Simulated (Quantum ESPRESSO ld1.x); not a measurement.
The numbers below are computed, except where a source is named.
Task: The mean radii <r> (bohr) of the occupied orbitals of an atom or ion are listed with their occupations. Code: ld1.x of Quantum ESPRESSO 7.5. Model: non-relativistic Kohn-Sham, LDA (Slater exchange, VWN5 correlation), spin-polarised, spherical densities, point nucleus.

| orbital | occ. | <r> |
|---|---|---|
| 1s down | 1 | 0.02198 |
| 1s up | 1 | 0.02198 |
| 2s up | 1 | 0.09320 |
| 2s down | 1 | 0.09319 |
| 2p up | 3 | 0.07891 |
| 2p down | 3 | 0.07890 |
| 3s up | 1 | 0.2386 |
| 3s down | 1 | 0.2385 |
| 3p up | 3 | 0.2284 |
| 3p down | 3 | 0.2283 |
| 3d up | 5 | 0.2013 |
| 3d down | 5 | 0.2012 |
| 4s up | 1 | 0.5349 |
| 4s down | 1 | 0.5352 |
| 4p up | 3 | 0.5447 |
| 4p down | 3 | 0.5451 |
| 4d up | 5 | 0.5691 |
| 4d down | 5 | 0.5699 |
| 5s up | 1 | 1.269 |
| 5s down | 1 | 1.276 |
| 5p up | 3 | 1.396 |
| 5p down | 3 | 1.405 |
| 4f up | 7 | 0.6839 |
| 4f down | 4 | 0.6918 |
| 7f up | 1 | 11.01 |

Name the element and its charge. Open shells, if any, are filled with parallel spins first.

Result: Z = 69, thulium, charge +3: Tm3+ in [Xe] 4f11 7f1. The 1s radius gives Z: for a bare nucleus <r> = 1.5/Z, 0.02174 bohr for Z = 69, and screening makes it slightly larger (0.02198 here). The occupations add up to 66, and the charge is Z minus that.
